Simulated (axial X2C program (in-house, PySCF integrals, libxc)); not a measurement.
# MnCl⁻ at several levels of theory

All values were computed with an in-house relativistic program for diatomic molecules. Spin-free means the one-electron spin-free X2C Hamiltonian; two-component (2c) means X2C with spin–orbit coupling and atomic mean-field two-electron Coulomb and Gaunt terms, so the difference of the two also holds small scalar two-electron terms. Basis: Mn dyall-acv3z [10s11p7d4f2g], Cl dyall-av3z [9s8p3d2f] (cores contracted in-house); Gaussian nuclei, density fitting, unrestricted open shells. Masses: Mn 54.938 u, Cl 34.969 u.

The run was started with this input:
```json
{"zs": [25, 17], "q": -1, "bas": ["dyall-acv3z", "dyall-av3z"], "levels": ["PBE0", "HF", "PBE"], "cc": true, "r0": 2.18, "thr": -2.0, "nmax": 90, "npts": 10, "nst": 2, "ntry": 6}
```
```bash
python so2c.py task.json out
```

Keys: zs atomic numbers; q charge; bas basis sets; levels methods; cc coupled cluster on or off; r0 starting distance in Å; thr threshold in hartree for freezing inner shells (an s shell follows its p shell); nmax most natural virtual spinors; npts points on the curve; nst determinants followed; ntry starts of the search. HF also brings MP2.

State, spin-free: M_S = 5/2, Λ = 0 (beyond evenly filled blocks: σα, π+α, π-α, δ+α, δ-α); electrons by block: σα: 12, σβ: 11, π+α: 5, π+β: 4, π-α: 5, π-β: 4, δ+α: 1, δ-α: 1. Fragments: Mn + Cl- for PBE0, PBE; Mn- + Cl for HF.

State, 2c: Ω = 5/2 (⟨Sz⟩ = 2.50, ⟨Lz⟩ = 0.00 at PBE0); electrons by block: 1/2: 16, -1/2: 16, 3/2: 5, -3/2: 5, 5/2: 1. Fragments: Mn + Cl- for PBE0, PBE; Mn- + Cl for HF.

```json
{"Hamiltonian": "spin-free", "level": "PBE0", "Re (Å)": "2.359", "ωe (cm⁻¹)": "265.4", "αe (cm⁻¹)": "0.00126", "De (eV)": "3.02", "D0 (eV)": "3.00", "μ (D)": "1.70"}
{"Hamiltonian": "spin-free", "level": "HF", "Re (Å)": "2.467", "ωe (cm⁻¹)": "242.5", "αe (cm⁻¹)": "0.00125", "De (eV)": "n/a", "D0 (eV)": "n/a", "μ (D)": "2.58"}
{"Hamiltonian": "spin-free", "level": "PBE", "Re (Å)": "2.310", "ωe (cm⁻¹)": "279.4", "αe (cm⁻¹)": "0.00127", "De (eV)": "1.62", "D0 (eV)": "1.61", "μ (D)": "1.69"}
{"Hamiltonian": "2c", "level": "PBE0", "Re (Å)": "2.359", "ωe (cm⁻¹)": "265.2", "αe (cm⁻¹)": "0.00126", "De (eV)": "3.02", "D0 (eV)": "3.00", "μ (D)": "1.70"}
{"Hamiltonian": "2c", "level": "HF", "Re (Å)": "2.468", "ωe (cm⁻¹)": "242.3", "αe (cm⁻¹)": "0.00125", "De (eV)": "n/a", "D0 (eV)": "n/a", "μ (D)": "2.57"}
{"Hamiltonian": "2c", "level": "PBE", "Re (Å)": "2.310", "ωe (cm⁻¹)": "279.2", "αe (cm⁻¹)": "0.00127", "De (eV)": "1.62", "D0 (eV)": "1.61", "μ (D)": "1.69"}
```

Dipoles are positive if Cl is the positive end and refer to the centre of mass.

Occupations by symmetry block were frozen at the best pattern of an incomplete PBE0 search. Dissociation energies refer to the lowest single-determinant-based atoms at the same level and basis. De is not given where an atomic determinant may have missed its ground term or J level, or where the truncated virtual space spoils (T). Density functionals use the spin component along the axis (collinear). With several unpaired electrons one determinant need not be a pure state. The highest occupied level of some functionals is positive through self-interaction error; at Hartree–Fock it is bound. This is the top spin component of a Σ state; components of lower Ω are not single determinants and can lie lower. The determinant is spin-polarised beyond a pure state at some levels (its spin-free form has ⟨S²⟩ too high), which makes Re and μ there less reliable.

No reliable constants came from CCSD (2c), CCSD (spin-free), CCSD(T) (2c), CCSD(T) (spin-free), MP2 (2c), MP2 (spin-free): no minimum in range, unconverged points, a curve that is not smooth, a change of character along it, or the two Hamiltonians disagreeing along it.

Rough cost a point (2c) on 1 thread(s) of a shared host, integrals apart: PBE0 0.5 s, HF 0.5 s, PBE 0.6 s.

The whole task took 3.4 min on 1 thread of Arm Neoverse V2, with other jobs on the host.
